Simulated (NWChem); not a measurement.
System: SnF$_{2}$, singlet; SMILES [F][Sn][F]

Computed with NWChem. Low-valent species are run as closed-shell singlets; no triplet was tried in these runs. Geometry: optimised at PBE0/def2-SVP. def2 effective core potentials on Sn; no spin-orbit coupling. Level SCAN/def2-SVP: energy and gradient on several grids; changes count from the extra-fine grid, which is no exact limit either.

```csv
grid,size of the energy change (μHa),largest change of a gradient component (μHa/bohr)
xcoarse,5000,10000
coarse,10000,600
medium,3000,500
fine,1000,100
xfine,< 10,< 30
```
